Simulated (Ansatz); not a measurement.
Consider the redistribution: `C[CH2][Mg][Cl]` + `CO[SiH](Br)O[SiH3]` → `C[CH2][Mg][Br]` + `CO[SiH](Cl)O[SiH3]`.

Gas-phase electronic energies from Ansatz, PBE0-D4/def2-TZVP geometries. CCSD(T)/CBS adds triple-zeta CCSD(T) − MP2 to the extrapolated MP2 energy (def2 sets, frozen cores). Functionals use def2-TZVPP. B3LYP here is the variant with VWN-RPA as its local correlation; programs differ in this. For Br, Mg outer-core shells are correlated without core-valence functions, which leaves a few kJ/mol of doubt a bond. Scalar relativity is left out up to krypton. Each species was taken in one conformer, which may not be the lowest.

| level | ΔE (kcal/mol) |
| --- | --- |
| r2SCAN-D4 | -3.7 |
| PBE0 | -3.9 |
| B3LYP | -3.9 |
| MP2/CBS(def2) | -2.9 |

(1) What does CCSD(T)/CBS give? (Estimate.)

Largest T1 diagnostic among the species: 0.011.

Results:

(1) Ansatz gave: -3.1 kcal/mol. The listed levels differ from it by -0.6, -0.8, -0.8, 0.2 kcal/mol.

In def2-TZVPP, CCSD(T) changes the Hartree–Fock value by +1.7 kcal/mol (the triples alone add +0.2 kcal/mol) and MP2 by +1.9 kcal/mol.
